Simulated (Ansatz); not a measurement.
`[SiH3]CCCCl`, charge 0, multiplicity 1.

(1) Give a relaxed structure at PBE0-D4/def2-TZVP (Ansatz). (An estimate is asked.)

## Answers

(1) The calculation gave: 
Z-matrix (Å, degrees):
```
Si
C 1 1.876
H 1 1.489 2 110.3
H 1 1.490 2 110.4 3 119.4
H 1 1.487 2 110.7 3 -120.4
C 2 1.523 1 113.6 3 -59.7
H 2 1.095 1 108.3 3 62.6
H 2 1.096 1 108.4 3 177.5
C 6 1.513 2 114.1 1 179.9
H 6 1.097 2 110.0 1 -60.1
H 6 1.095 2 110.4 1 57.0
Cl 9 1.788 6 112.1 2 -64.4
H 9 1.091 6 111.5 2 54.7
H 9 1.090 6 111.4 2 176.7
```
This is one stationary point; other conformers may exist.
